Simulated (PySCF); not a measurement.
# Bond length, frequency and bond energy of AlBi⁺ by level of theory

State: ⁴Σ⁻ (quartet), unpaired electrons σ ↑, π ↑↑. Set-up: PySCF, scalar-relativistic core potentials, basis sets Al cc-pV(D+d)Z, Bi cc-pVDZ-PP with ECP60. De refers to Al⁺ + Bi in their high-spin ground configurations, without counterpoise correction. The functionals are run spin-unrestricted. A positive dipole points towards Bi; it is taken about the centre of mass and depends on that origin.

| Level | Re (Å) | ωe (cm⁻¹) | De (eV) | μ (D) |
| --- | --- | --- | --- | --- |
| UHF | 3.179 | 110 | n/a | -8.63 |
| UHF-MP2 | 3.024 | 133 | n/a | n/a |
| UHF-SCS-MP2 | 3.073 | 123 | n/a | n/a |
| UHF-CCSD | 3.050 | 135 | n/a | n/a |
| UHF-CCSD(T) | 3.018 | 142 | n/a | n/a |
| PBE | 2.875 | 182 | n/a | -6.18 |
| revPBE | 2.903 | 173 | n/a | -6.26 |
| BP86 | 2.889 | 176 | n/a | -6.34 |
| r²SCAN | 2.861 | 185 | n/a | -6.47 |
| M06-L | 2.850 | 189 | n/a | -5.93 |
| PBE0 | 2.877 | 177 | n/a | -6.51 |

Q: What does a quarter of exact exchange do here, going from PBE to PBE0?

A: PBE0 less PBE: +0.2 pm in Re, -2.7 % in ωe. Exact exchange removes part of the self-interaction that spreads semilocal densities, and in most molecules shortens and stiffens the bond and lowers De; here Re and ωe go the other way.

Q: What does the step from GGA to meta-GGA do here, going from PBE to r²SCAN?

A: r²SCAN less PBE: -1.4 pm in Re, +1.6 % in ωe. 

Q: What does second-order correlation do here, going from UHF to UHF-MP2?

A: UHF-MP2 less UHF: -15.5 pm in Re, +20.9 % in ωe. Correlation nearly always deepens the well. The bond shortens, as in weak, metallic or heavy-atom bonds, where dispersion and the correlation of outer-core electrons pull the atoms together.

Correlated steps freeze 9 core orbitals. Spin–orbit coupling is left out, which matters for elements this heavy, above all for dissociation energies. The state was picked by a PBE0 search and need not be the measured ground state.

The whole job (state search and all levels along the bond) took about 1.9 min on 1 thread of Arm Neoverse V1 (shared host), peak memory 0.52 GiB.
